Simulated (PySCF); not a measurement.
Computed spin Hamiltonian

C6H6FO (doublet state).
Atom-mapped SMILES: `[O:1]=[CH:2][C:3]1[C@@H:4]([F:5])[C:6]12[CH2:7][CH2:8]2` (hydrogens: H9 on C2; H10 on C4; H11, H12 on C7; H13, H14 on C8)

Cartesian coordinates in Å at the GFN2-xTB level; atoms count from 1:
```xyz
14
C6H6FO angstrom
O      1.3185   -1.0605    2.4602
C      1.7388   -0.3512    1.5559
C      0.9480    0.1603    0.5129
C      0.8992    0.8868   -0.7706
F      1.5892    0.3893   -1.8469
C     -0.2611    0.1177   -0.2241
C     -1.2461   -0.9187   -0.6959
C     -1.7397    0.3380   -0.0648
H      2.8005   -0.0474    1.5144
H      0.8921    1.9712   -0.8212
H     -1.2899   -1.8366   -0.1295
H     -1.3366   -1.0406   -1.7656
H     -2.1275    0.2932    0.9417
H     -2.1861    1.0980   -0.6888
```

The hyperfine couplings belong to this conformer and change with its torsions.

Theory: UKS B3LYP, pcH-1 on C F H O, non-relativistic, mean-field spin-orbit, GIAO in PySCF 2.14.0. One conformer (not necessarily the lowest) at the GFN2-xTB geometry, without solvent, vibrations or thermal averaging. Couplings are sensitive to structure, and on GFN2-xTB geometries they can be far from those on DFT ones. The frame is twisted about the C2–C3 bond at this geometry (dihedral H9–C2–C3–C4 = 8°); couplings at other torsion angles weren't computed. The SCF solution wasn't tested for stability.

- g1, g2, g3: 2.00236, 2.00394, 2.00923
- g_iso: 2.00518
- Form of g: rhombic: the two nearest values differ by 23 % of g3 − g1
- ⟨S²⟩: 0.7632 (exact 0.7500)
- HOMO–LUMO gap, α and β orbitals: 6.18, 3.31 eV
- Total energy: -407.18774 Eh

Hyperfine couplings atom by atom, in mT; T1 to T3 are the principal values of the dipolar part (MHz turned into mT with g_iso):

```csv
atom,isotope,a_iso,T1,T2,T3,Mulliken spin population
O1,17O,-0.76,-3.52,1.75,1.77,0.32
C2,13C,-1.23,-0.42,0.09,0.33,-0.10
C3,13C,2.25,-2.00,-1.88,3.87,0.67
C4,13C,-0.52,-0.10,-0.03,0.13,-0.03
F5,19F,1.52,-1.39,-1.00,2.38,0.01
C6,13C,-1.02,-0.21,0.07,0.14,-0.05
C7,13C,0.93,-0.31,-0.30,0.61,0.08
C8,13C,1.12,-0.33,-0.32,0.65,0.08
H9,1H,-0.07,-0.17,-0.08,0.25,0.00
H10,1H,0.95,-0.13,-0.08,0.21,0.01
H11,1H,-0.16,-0.17,0.00,0.17,0.00
H12,1H,0.32,-0.16,-0.03,0.19,0.00
H13,1H,0.04,-0.18,0.01,0.17,0.00
H14,1H,0.03,-0.17,-0.04,0.21,0.00
```

Largest spin populations (Mulliken): C3 (+0.67), O1 (+0.32), C2 (-0.10) and C8 (+0.08). The positive populations add up to 1.18 and the negative ones to -0.18, together 2S = 1. The angles at C3 add up to 358.5°, so it is planar.

Axes: g3 points within 11° of the O1–C2 bond.

Under fast tumbling the dipolar parts average out, and these isotropic splittings remain: 1 × 19F (F5, I = 1/2, 2 lines) with 1.52 mT, 1 × 1H (H10, I = 1/2, 2 lines) with 0.95 mT, 1 × 1H (H12, I = 1/2, 2 lines) with 0.32 mT, 1 × 1H (H11, I = 1/2, 2 lines) with 0.16 mT, 1 × 1H (H9, I = 1/2, 2 lines) with 0.07 mT and 1 × 1H (H13, I = 1/2, 2 lines) with 0.04 mT.

The 13C coupling of C3 (63.1 MHz) shows only in satellite lines or after enrichment, since that isotope makes up about 1.07 % of natural carbon.

The 17O coupling of O1 (-21.3 MHz) shows only in satellite lines or after enrichment, since that isotope makes up about 0.038 % of natural oxygen.
